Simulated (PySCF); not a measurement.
**SbH⁻: mean field, correlation and small terms against distance**

State: ²Π, doublet, unpaired electrons π ↑. ROHF-based CCSD(T) in PySCF 2.14 with Sb aug-cc-pwCVDZ-PP with ECP28, H aug-cc-pVDZ and Sb aug-cc-pwCVTZ-PP with ECP28, H aug-cc-pVTZ (frozen core orbitals: 4; scalar-relativistic core potentials). Correlation energies are extrapolated as n⁻³ (n = 2, 3), Hartree–Fock as (n+1)·exp(−9√n). All energies in eV from Sb⁻ + H.

```
 R (Å)  HF/CBS  CCSD corr.      (T)   total
1.5392  -1.562      -1.000  -0.0373  -2.599
1.6091  -1.755      -0.987  -0.0394  -2.781
1.6791  -1.842      -0.979  -0.0421  -2.864
1.7491  -1.851      -0.976  -0.0452  -2.873
1.8190  -1.803      -0.977  -0.0488  -2.828
1.9065  -1.684      -0.981  -0.0537  -2.719
1.9939  -1.524      -0.989  -0.0592  -2.572
```

A fit to the total gives Re = 1.7234 Å, De = 2.877 eV, ωe = 1825.9 cm⁻¹, Be = 5.679 cm⁻¹ (masses 120.9038 and 1.0078 u).

Q: At R = 1.7491 Å the CCSD correlation energy is -0.389593 hartree in the smaller basis and -0.581581 in the larger. Extrapolate it.

A: (3³·E3 − 2³·E2)/(3³ − 2³) = -0.66242 hartree; the larger basis holds 87.8 % of it.

The T1 diagnostic is 0.015. The state was picked by a PBE0 search and need not be the measured ground state. Spin–orbit coupling, excitations beyond (T) and corrections to the Born–Oppenheimer picture are left out, and spin–orbit coupling matters for open p, d or f shells this heavy.
